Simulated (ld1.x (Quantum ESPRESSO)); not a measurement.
Which change was made? (Nb, TM)

ld1.x (Quantum ESPRESSO) 7.5 input, shortened:

```
&input
   title='Nb', zed=41., rel=1, dft='WC', iswitch=3,
   config='[Kr] 4d4 5s0 5p0'
 /
 &inputp
   pseudotype=2, tm=.true., lloc=2,
   nlcc=.true., rcore=1.05
 /
3
5S  1  0   0.00   0.00  2.20  2.20  0.0
5P  2  1   0.00   0.00  3.50  3.50  0.0
4D  3  2   4.00   0.00  2.25  2.25  0.0
 &test
   configts(1)='4d4 5s0 5p0'
 /
```

Cutoffs, loose and tight: the cutoffs (Ry, on a coarse ladder) from which the occupation-weighted sum of valence levels, in a spherical-Bessel basis at the reference potential, stays within 10 and 1 mRy of its value at 400 Ry. They do not see the model core or the augmentation charge, which bear on the density cutoff. Test errors are all-electron minus pseudo excitation energies from the reference, over the configurations 4d4 5s1 5p0; 4d3 5s0 5p0; 4d2 5s0 5p0; 4d3 5s1 5p1; 4d4.5 5s0.5 5p0; 4d3 5s1 5p0; 4d4 5s0.5 5p0; variants that change the core or the reference have their own tests.

The base gives: outcome: generated; cutoff, loose: 30 Ry; cutoff, tight: 40 Ry; bound ghosts: s, p; largest test error (meV): -573.

Q: After one change the result is: outcome: generated; cutoff, loose: 18 Ry; cutoff, tight: 25 Ry; bound ghosts: s; largest test error (meV): -330. Which change was it?
A. wave 4d (bound): rc 2.25 bohr becomes 4d (bound): rc 2.96 bohr
B. wave 4d (bound): rc 2.25 bohr becomes 4d (bound): rc 3.34 bohr
C. wave 4d (bound): rc 2.25 bohr becomes 4d (bound): rc 2.18 bohr

A: B. The others give: wave 4d (bound): rc 2.25 bohr becomes 4d (bound): rc 2.96 bohr → outcome: generated; cutoff, loose: 21 Ry; cutoff, tight: 30 Ry; bound ghosts: s, p; largest test error (meV): -479 | wave 4d (bound): rc 2.25 bohr becomes 4d (bound): rc 2.18 bohr → outcome: generated; cutoff, loose: 35 Ry; cutoff, tight: 40 Ry; bound ghosts: s, p; largest test error (meV): -574.
